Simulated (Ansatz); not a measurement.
Basis-set extrapolation for Cl2H4O2Si2 (`O[SiH](Cl)O[SiH2]Cl`) (PBE0-D4/def2-TZVP geometry, frozen core, the Gaussian-basis code of Ansatz). Multiplicity 1, RHF reference.

|  | def2-TZVPP | def2-QZVPP |
| --- | --- | --- |
| HF | -1649.320547 | -1649.372726 |
| MP2 correlation | -1.083345 | -1.181630 |
| CCSD(T) correlation | -1.181204 | not run |

Energies in hartree. Use E(X) = E(∞) + A·exp(−7.88·√X) for Hartree–Fock and E(X) = E(∞) + B·X^(−2.97) for correlation, with X = 3 and 4, and add CCSD(T) minus MP2 of the smaller set to the MP2 limit.

Problem. What is the CCSD(T) energy at the basis-set limit?

Solution. HF limit: -1649.372726 + (-0.052179) × 0.13774 = -1649.37991. MP2 limit: -1.181630 + (-0.098285) × 0.74074 = -1.25443. Higher-order term: -1.181204 − (-1.083345) = -0.09786. Total: -1650.73220 hartree, 144.6 kcal/mol below CCSD(T)/def2-TZVPP.
